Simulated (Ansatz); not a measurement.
One change: `C[CH2][Ge][CH2]C` becomes `C[CH2][GeH]`.

Ansatz, PBE0-D4/def2-TZVP geometries, multiplicity 1. Each molecule was computed in one conformer, which needn't be the lowest.

Scalar relativity is left out up to krypton.

```json
{"property": "size of the dipole moment (B3LYP/def2-TZVPP) / D", "`C[CH2][Ge][CH2]C`": "0.91"}
{"property": "HOMO energy (B3LYP/def2-TZVPP) / eV", "`C[CH2][Ge][CH2]C`": "-5.68"}
{"property": "zero-point energy (PBE0-D4/def2-TZVP) / kJ/mol", "`C[CH2][Ge][CH2]C`": "338.2"}
{"property": "HOMO–LUMO gap (ωB97M-V/def2-TZVPP) / eV", "`C[CH2][Ge][CH2]C`": "7.77"}
{"property": "HOMO energy (PBE/def2-TZVPP) / eV", "`C[CH2][Ge][CH2]C`": "-4.83"}
{"property": "HOMO–LUMO gap (B3LYP/def2-TZVPP) / eV", "`C[CH2][Ge][CH2]C`": "3.34"}
```

Question: Give the same properties after the change, and the shifts. (An estimate is asked.)

Answer: Computed: 
```csv
property,`C[CH2][GeH]`,shift
size of the dipole moment (B3LYP/def2-TZVPP) / D,0.82,-0.09
HOMO energy (B3LYP/def2-TZVPP) / eV,-6.11,-0.43
zero-point energy (PBE0-D4/def2-TZVP) / kJ/mol,184.1,-154.1
HOMO–LUMO gap (ωB97M-V/def2-TZVPP) / eV,7.84,0.07
HOMO energy (PBE/def2-TZVPP) / eV,-5.24,-0.41
HOMO–LUMO gap (B3LYP/def2-TZVPP) / eV,3.34,0.00
```

The zero-point energy changes by -154.1 kJ/mol with -18 modes. Dipoles are sizes alone; their direction can turn.

B3LYP here is the variant with VWN-RPA as its local correlation; programs differ in this.
